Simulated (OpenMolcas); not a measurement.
Sm3+ with its 6 nearest chloride ions at 2.683 Å, on the Y site of Cs2NaYCl6 (a = 10.7396 Å, distance in the model lattice 2.619 Å). The rest of the host is ab initio model potentials to 7.6 Å, with orthogonalisation functions on the cations behind the ligands, and point charges beyond; the distance is set by hand and nothing relaxes. Ligand basis ANO-RCC-VDZP.

* Program: OpenMolcas 26.06
* Method: CASSCF
* Basis: ANO-RCC-VDZP [7s6p4d2f1g]
* Scalar Hamiltonian: DKH2, point nucleus
* Active space: 5 electrons in 7 orbitals (4f)
* State averaging: 2S+1 = 6 odd, 21 roots; 2S+1 = 4 odd, 128 roots kept (CI in the orbitals of an earlier block, 108 in the spin-orbit step); 2S+1 = 2 odd, 130 roots kept (CI in the orbitals of an earlier block, 41 in the spin-orbit step)
* Spin-orbit coupling: RASSI with atomic mean-field integrals over the reference wave functions

(1) What is the spin-free ground state (labels of O, the rotations of Oh)?

(2) Where is the first state of the same spin?

(3) What are the lowest two levels with spin-orbit coupling?

(4) What is χT at 300 K, and how does it compare with the textbook value?

Results:

(1) 6T1, 3-fold in its orbital part, 100 % from free-ion H terms; it has the highest spin that f5 allows.

(2) 6E at 103 cm-1 above the ground state.

(3) A 2-fold level Γ7 with g = 0.20, 0.20, 0.20, then a 4-fold level Γ8 106.0 cm-1 above it. Their leading multiplicities are 6 (97 %) and 6 (97 %).

(4) Hund's rules give f5 the level 6H5/2 with g = 0.286, so an isolated free-ion multiplet has χT = g² J(J+1) / 8 = 0.089 cm3 K/mol. The computed 0.306 at 300 K differs by +243 %, through the field's splitting, the mixing of terms and any other multiplet in reach.

High states are left out of the spin-orbit mixing, which shifts the levels that they would mix with. Without dynamic correlation the ligand-field splitting of an f shell can come out too small, at times by half. The first state left out of the spin-orbit step lies near 38000 cm-1 above the lowest spin-free state of the reference (among the parities and spins computed), and the lists stop at four fifths of that energy or lower. No measured value stands beside these numbers; the geometry was set by hand and not optimised.
